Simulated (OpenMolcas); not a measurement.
# Ag4+: moving or changing the point charges

Ag4+ among 6 point charges of -1.5 e arranged as a trigonal antiprism (D3d), 2.26 Å from the ion, with a polar angle of 64.0° against the regular 54.74°.
```
   0.0000    2.0320    0.9893  -1.50
  -1.7597   -1.0160    0.9893  -1.50
   1.7597   -1.0160    0.9893  -1.50
   0.0000   -2.0320   -0.9893  -1.50
   1.7597    1.0160   -0.9893  -1.50
  -1.7597    1.0160   -0.9893  -1.50
```

```json
{
 "Program": "OpenMolcas 26.06",
 "Method": "SS-CASPT2, IPEA 0.25 Eh, imaginary shift 0.1 Eh (closed shells correlated: 4s 4p)",
 "Basis": "ANO-RCC-VDZP [6s5p3d1f]",
 "Scalar Hamiltonian": "DKH2, point nucleus",
 "Active space": "7 electrons in 5 orbitals (4d)",
 "State averaging": "2S+1 = 4 even, 10 roots; 2S+1 = 2 even, 40 roots",
 "Spin-orbit coupling": "state interaction with AMFI integrals over the reference wave functions"
}
```

Runs around this geometry, states (labels of D3, the rotations of D3d). Energies in cm-1 above the lowest state or level, χT in cm3 K/mol.

| R (Å) | q (e) | Polar angle / regular | Ground state | First state of that spin | First gap with spin-orbit (degeneracies) | χT at 300 K | First state of another spin |
| --- | --- | --- | --- | --- | --- | --- | --- |
| 2.26 | -1.2 | 1.17 | 4E | 4A2 6 | 330 (2, 2) | 4.612 | 2E 16110 |
| 2.1 | -1.5 | 1.17 | 4E | 4A2 150 | 470 (2, 2) | 4.180 | 2E 15660 |
| 2.26 | -1.5 | 1.17 | 4E | 4A2 67 | 380 (2, 2) | 4.451 | 2E 16180 |
| 2.47 | -1.5 | 1.17 | 4E | 4A2 56 | 280 (2, 2) | 4.748 | 2E 16040 |
| 2.26 | -1.5 | 1.26 | 4A2 | 4E 48 | 370 (2, 2) | 4.512 | 2E 16310 |

The ground state changes within this set.

Roots that are degenerate in the reference are averaged as groups; the widest CASPT2 spread within a group is 44 cm-1 (the 2-fold group of multiplicity 2 near 16200 cm-1 above the lowest state of its run, R = 2.26, q = -1.5, ratio = 1.17). Shifts and gaps below about the spread of the groups concerned are not significant. Point charges give a weaker field than real ligands, and real ions of this kind are as a rule low spin; the high spin found here belongs to the model. Free-ion shares, where given, are those of the reference states; single-state CASPT2 does not remix them. Spin-orbit coupling mixes the spin-free states strongly: the lowest level takes only 51 % from its leading state, 4E (figures for R = 2.26, q = -1.2, ratio = 1.17; the like holds for R = 2.1, q = -1.5, ratio = 1.17, R = 2.26, q = -1.5, ratio = 1.17, R = 2.47, q = -1.5, ratio = 1.17, R = 2.26, q = -1.5, ratio = 1.26). An orbital doublet at a regular site is open to a Jahn-Teller distortion, which this geometry leaves out (holds for R = 2.26, q = -1.2, ratio = 1.17; R = 2.1, q = -1.5, ratio = 1.17; R = 2.26, q = -1.5, ratio = 1.17; R = 2.47, q = -1.5, ratio = 1.17). The ground term spreads over less than 5000 cm-1, several times less than with real ligands, so orbital moments are less quenched and χT lies further from the spin-only value than at real sites (holds for R = 2.26, q = -1.2, ratio = 1.17; R = 2.47, q = -1.5, ratio = 1.17). This is an electrostatic model: the charges have no orbitals. No measured value stands beside these numbers.
